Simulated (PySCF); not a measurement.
Si(Cl)(SiH3) (ClH3Si2), SMILES [SiH3][Si]Cl (connectivity only; charge and spin as stated), neutral, multiplicity 1. The structure is a stationary point at ωB97X-D3(BJ)/def2-TZVP.

PySCF with TDA-LC-ωPBE/def2-SVPD puts the lowest singlet excitations at 1.98, 5.10, 5.53, 6.13, 6.38, 6.48 eV.

Q: What are the lowest excitation roots from ADC(2)/aug-cc-pVDZ in PySCF? (An estimate is asked for; the answer gives what the named calculation found.)

A: 1.93, 4.91, 5.32, 5.66, 5.80, 5.87 eV. S1 differs by -0.04 eV (second minus first; roots are paired by order, and the bases may differ).
